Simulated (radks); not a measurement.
Problem. Species: Os III. Configuration: [Xe] 4f14 5d6. All-electron calculation, scalar-relativistic Kohn-Sham, r2SCAN, spin-unpolarised, spherical densities, finite nucleus; meta-GGA in the generalised Kohn-Sham scheme; Fermi nuclear charge, rms radius 5.4126 fm. Program: a radial shooting solver on a logarithmic mesh with Libxc functionals. Some entries of the table are withheld. Estimate them.

orbital,occ.,eigenvalue (hartree),<1/r> (bohr^-1),<r^2> (bohr^2)
1s,2,-2717.966,90.42,0.0004336
2s,2,(1),21.19,0.006641
2p,6,-413.5296,(2),0.005534
3s,2,-111.3751,7.862,0.04291
3p,6,-93.27832,7.220,0.04383
3d,10,(3),6.802,0.03639
4s,2,-24.22168,3.341,0.2104
4p,6,-18.26000,3.032,0.2396
4d,10,-10.81638,(4),0.2766
5s,2,(5),1.328,1.146
4f,14,-2.56158,2.240,0.3820
5p,6,-2.55062,1.125,1.549
5d,6,(6),0.7717,3.326

Solution. 
(1) 2s eigenvalue (hartree): -474.8754
(2) 2p <1/r> (bohr^-1): 19.05
(3) 3d eigenvalue (hartree): -73.01202
(4) 4d <1/r> (bohr^-1): 2.705
(5) 5s eigenvalue (hartree): -4.06576
(6) 5d eigenvalue (hartree): -0.84191
